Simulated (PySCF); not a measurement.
**How methods differ on the excitation energy of Al**

Al [Ne] 3s2 3p1 (2P) → Al [Ne] 3s1 3p2 (4P), as a difference of total energies. All numbers are calculated (PySCF 2.14, scalar relativity by spin-free X2C-1e, in x2c-TZVPPall). Correlated levels: valence: [Ne] frozen. The calculations carry no spin-orbit coupling.

```tsv
method	excitation energy (cm⁻¹)
UHF	19640
MP2 (valence)	25467
SCS-MP2 (valence)	27865
CCSD (valence)	27651
CCSD(T) (valence)	27871
CCSDT (valence)	27960
```

Errors of the correlated levels include the incompleteness of this basis and the frozen core.

For comparison: 29022 cm⁻¹ (measured; NIST levels, between the centres of gravity of the two terms).
